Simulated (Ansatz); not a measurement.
`[Cl][Ge][Cl]` + H₂O → `[OH][Ge][Cl]` + HCl at 600 K and 1 bar (formal hydrolysis of a Ge–Cl bond).

Computed with Ansatz on PBE0-D4/def2-TZVP structures; ΔE is electronic, products minus reactants. CCSD(T)/CBS is the MP2 limit (def2-TZVPP, def2-QZVPP) plus CCSD(T) − MP2 in def2-TZVPP, frozen cores. This one scheme is used for every species. For Ge outer-core shells are correlated without core-valence functions, which leaves a few kJ/mol of doubt a bond. Scalar relativity is left out up to krypton. One conformer a species, not always the lowest.

```csv
species,CCSD(T)/CBS energy (Eh),H − E (kJ/mol),S (J/(mol·K))
`[Cl][Ge][Cl]`,-2995.74627,35.7,334.2
H₂O,-76.37941,76.8,212.8
`[OH][Ge][Cl]`,-2611.73425,71.6,337.8
HCl,-460.38127,35.4,207.2
```

H − E and S are ideal-gas, rigid-rotor, harmonic terms from PBE0-D4/def2-TZVP, for one conformer and one mirror image of each species. 1 Eh = 2625.50 kJ/mol, R = 8.31446 J/(mol·K).

Q: By hand: ΔE, ΔH, ΔS and ΔG.

A: ΔE = (-2611.73425) + (-460.38127) − (-2995.74627) − (-76.37941) = 0.01016 Eh = 26.7 kJ/mol. Δ(H − E) = 71.6 + 35.4 − 35.7 − 76.8 = -5.5, so ΔH = 21.2 kJ/mol. ΔS = 337.8 + 207.2 − 334.2 − 212.8 = -2.0 J/(mol·K). ΔG = 21.2 − 600 × (-2.0)/1000 = 22.4 kJ/mol.

Q: By hand: the equilibrium constant, and the temperature at which ΔG would vanish if ΔH and ΔS stayed fixed.

A: log₁₀ K = −ΔG/(RT ln 10) = -2.0. ΔH and −TΔS have one sign here, so there is no such temperature.

The number of gas molecules stays the same, so ΔS is small and ΔH decides. A doubt of 5 kJ/mol in ΔE shifts log₁₀ K by 0.4 here. Other conformers and mirror images would add mixing entropy, several J/(mol·K) or more a flexible species. These are equilibria of isolated gas molecules and say nothing of rates. Largest T1 diagnostic: 0.014 (customary marks: 0.02 for closed shells, 0.045 for open ones).

ΔS is within the doubt of such terms, so its sign, and with it that verdict, could turn.
